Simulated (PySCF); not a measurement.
H₄S₄Si, SMILES S[Si](S)(S)S.

Coordinates come from a r2SCAN-D4/def2-SVP optimisation. Other conformers were not sampled.

Two levels are set side by side: TDA-PBE/def2-SVPD (PySCF) and TDA-ωB97X/def2-SVPD (PySCF). Vertical, same geometry. The lowest singlet is HOMO→LUMO 89 % with PBE and HOMO−1→LUMO 39 %, HOMO→LUMO 25 %, HOMO−1→LUMO+4 8 % with the other functional; states are paired by order. Differences are taken from unrounded values.

```csv
quantity,TDA-ωB97X,TDA-PBE,TDA-PBE minus TDA-ωB97X
lowest singlet excitation (eV),6.04,5.00,-1.05
lowest triplet excitation (TDA) (eV),5.65,4.73,-0.92
```

Functionals without exact exchange tend to place singlet excitations lower, as here. Differences between two approximate levels are no errors against the true value.

Rough cost on one machine, each run with all the roots and properties that it gave: TDA-ωB97X against TDA-PBE about 5 times.
